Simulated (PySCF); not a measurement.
**A survey of ¹⁹F NMR shifts**

PySCF 2.14.0 with density-fitted response routines calculation with NMR shieldings at PBE0/pcSseg-1/GIAO and GFN2-xTB geometry; rapidly exchanging positions averaged, one conformer, relativity neglected, no solvent.

Shieldings were converted by a linear fit to measured shifts: ¹⁹F (scatter 6.0 ppm rms, 7.0 ppm with the 5 outliers that the fit left out vs CFCl3, solution or neat liquid, with a term for F on sp3 carbon). A few per cent of atoms miss by over 2 rms, more outside the fitted compound classes.

Question: Give the ¹⁹F shifts of `O=Cc1ccnnc1F`, `C[C@@H]1O[S@@](=O)O[C@@]1(C)F`, `C[C@@H]1O[S@@](=O)O[C@@]1(C)F`, `C[C@@H]1[C@H](F)COS1(=O)=O`.

Answer: 
```tsv
compound	environment	δ (ppm)
O=Cc1ccnnc1F	aryl fluorine	-94.9
C[C@@H]1O[S@@](=O)O[C@@]1(C)F	fluorine on an sp3 carbon	-88.5
C[C@@H]1O[S@@](=O)O[C@@]1(C)F	fluorine on an sp3 carbon	-88.5
C[C@@H]1[C@H](F)COS1(=O)=O	fluorine on an sp3 carbon	-197.4
```
